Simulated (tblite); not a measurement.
Species: C₇H₁₁O (doublet state).
Cartesian coordinates in Å at the GFN2-xTB level; atoms count from 1:
```xyz
19
C7H11O angstrom
C     -2.5413    0.1006   -0.0358
C     -1.3987   -0.6740   -0.5457
C     -0.0700    0.0277   -0.2195
C      0.0967    1.3551   -0.9147
C      0.5169   -0.1744    1.1260
C      1.1481   -0.8922   -0.0548
C      2.4720   -0.4716   -0.5161
O      2.9750    0.6111   -0.3436
H     -2.7125    0.1615    1.0218
H     -3.1163    0.7328   -0.6829
H     -1.3781   -1.6639   -0.0775
H     -1.4705   -0.8000   -1.6281
H     -0.6626    2.0510   -0.5627
H      1.0772    1.7768   -0.7114
H     -0.0150    1.2380   -1.9918
H     -0.0046   -0.7821    1.8501
H      1.0995    0.6293    1.5518
H      0.9564   -1.9526   -0.1589
H      3.0180   -1.2637   -1.0681
```

Level: GFN2-xTB in tblite, geometry and Hessian alike; calculated harmonic values, unscaled, isolated species. Against measured fundamentals such values can be off by several per cent, at times by over 20. One conformer, not necessarily the lowest. Open shells enter through the occupations alone, without spin polarisation, and single modes of such species can be off by tens of per cent.

Harmonic wavenumbers (cm⁻¹): 75.4, 116.2, 135.5, 151.6, 181.8, 230.6, 256.2, 302.8, 348.1, 378.4, 462.7, 539.7, 680.5, 726.4, 804.2, 825.9, 893.6, 920.3, 931.7, 989.9, 999.7, 1032.9, 1065.4, 1081.7, 1088.9, 1128.9, 1134.0, 1200.8, 1230.3, 1271.7, 1320.0, 1385.4, 1392.1, 1399.2, 1412.1, 1458.3, 1465.3, 1485.4, 1490.8, 1742.4, 2744.0, 2920.7, 2974.4, 3018.9, 3028.5, 3053.4, 3055.0, 3084.4, 3101.9, 3133.8, 3176.7.

A = 4531, B = 1304, C = 1194 MHz; mass 111.081 u (most abundant isotopes); point group C1, symmetry number 1; spin multiplicity 2.

**Question.** What is the zero-point energy?

**Answer.** ½Σν̃ = 34514 cm⁻¹ = 98.68 kcal/mol.

**Question.** Give the ideal-gas entropy at 298.15 K and 1 bar in the rigid-rotor, harmonic-oscillator model (classical rotation).

**Answer.** Translation 40.06, rotation 28.21, vibration 25.75, spin (R ln 2) 1.38: S = 95.4 cal/(mol K).

**Question.** And Cp and H(298.15 K) − H(0)?

**Answer.** Cp = 36.67 cal/(mol K), of which vibrations give 28.72 (their classical limit is 51 R = 101.3); H(298.15 K) − H(0) = 6.64 kcal/mol without the zero-point energy, 4.27 from vibrations.

**Question.** Which modes carry the vibrational entropy at 298.15 K?

**Answer.** 75.4 cm⁻¹: 4.01; 116.2 cm⁻¹: 3.16; 135.5 cm⁻¹: 2.87; 151.6 cm⁻¹: 2.65; 181.8 cm⁻¹: 2.31; 230.6 cm⁻¹: 1.87 cal/(mol K); the other 45 give 8.88 together.

**Question.** How do the functions run with temperature in this model?

**Answer.** 
| T (K) | S (cal/(mol K)) | Cp (cal/(mol K)) | H − H(0) (kcal/mol) | G − H(0) (kcal/mol) | ln q(vib) |
| --- | --- | --- | --- | --- | --- |
| 50 | 57.0 | 11.8 | 0.46 | -2.39 | 0.20 |
| 100 | 67.2 | 18.2 | 1.21 | -5.51 | 1.06 |
| 373.15 | 104.4 | 44.0 | 9.67 | -29.30 | 7.56 |
| 500 | 118.9 | 55.0 | 15.97 | -43.47 | 10.64 |
| 750 | 144.4 | 70.7 | 31.83 | -76.47 | 16.57 |
| 1000 | 166.2 | 81.0 | 50.88 | -115.36 | 22.16 |

q(vib) and H(0) count from the zero-point level.

**Question.** What must be added to the electronic energy to get the Gibbs energy at 298.15 K and 1 bar?

**Answer.** ZPE + [H(298.15 K) − H(0)] − T·S = 98.68 + 6.64 − 28.44 = 76.88 kcal/mol.

**Question.** Blend soft modes into free rotors: weight 1/[1 + (100 cm⁻¹/ν̃)⁴] for the oscillator and the rest for a rotor with moment μB/(μ + B), μ = h/(8π²ν), B = 10⁻⁴⁴ kg m². What vibrational entropy results?

**Answer.** 24.84 cal/(mol K) in place of 25.75, which changes −T·S at 298.15 K by +0.27 kcal/mol.

Hindered rotation and anharmonicity are outside this model. Other conformers, if any are populated, would add a mixing term that is left out. The structure is chiral; the term R ln 2 for an equal mix with its mirror image is left out.

On Arm Neoverse V2, one thread, no GPU (shared host), this took 0.48 s. This covers the Hessian and the dipole derivatives.
